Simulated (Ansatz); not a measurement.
Start from `[GaH2][SeH]` and change one atom or group to get `[F][GaH][SeH]`.

Ansatz, PBE0-D4/def2-TZVP geometries, multiplicity 1. Each molecule was computed in one conformer, which needn't be the lowest.

Scalar relativity is left out up to krypton.

```
                                                                                  property  `[GaH2][SeH]`
ideal-gas entropy at 298 K and 1 bar (rigid rotor, harmonic PBE0-D4/def2-TZVP) / J/(mol·K)            291
                                                     LUMO energy (ωB97M-V/def2-TZVPP) / eV           0.12
                                                       LUMO energy (B3LYP/def2-TZVPP) / eV          -1.83
                                                     HOMO energy (ωB97M-V/def2-TZVPP) / eV          -9.46
                                                         HOMO energy (PBE/def2-TZVPP) / eV          -6.28
                                            size of the dipole moment (PBE/def2-TZVPP) / D           0.78
```

Problem. Give the same properties after the change, and the shifts. (An estimate is asked.)

Solution. Ansatz gave: 
```json
{"property": "ideal-gas entropy at 298 K and 1 bar (rigid rotor, harmonic PBE0-D4/def2-TZVP) / J/(mol·K)", "`[F][GaH][SeH]`": "317", "shift": "26"}
{"property": "LUMO energy (ωB97M-V/def2-TZVPP) / eV", "`[F][GaH][SeH]`": "0.38", "shift": "0.26"}
{"property": "LUMO energy (B3LYP/def2-TZVPP) / eV", "`[F][GaH][SeH]`": "-1.59", "shift": "0.24"}
{"property": "HOMO energy (ωB97M-V/def2-TZVPP) / eV", "`[F][GaH][SeH]`": "-9.81", "shift": "-0.35"}
{"property": "HOMO energy (PBE/def2-TZVPP) / eV", "`[F][GaH][SeH]`": "-6.55", "shift": "-0.27"}
{"property": "size of the dipole moment (PBE/def2-TZVPP) / D", "`[F][GaH][SeH]`": "2.37", "shift": "1.59"}
```

With PBE0 the HOMO falls by 0.33 eV and the LUMO rises by 0.26 eV, so the gap widens by about 0.59 eV. PBE moves the HOMO by -0.27 eV and ωB97M-V by -0.35 eV. Dipoles are sizes alone; their direction can turn.

B3LYP here is the variant with VWN-RPA as its local correlation; programs differ in this.

Spin–orbit coupling is left out; it splits and shifts lone-pair levels of the heavy atoms by tenths of an eV.
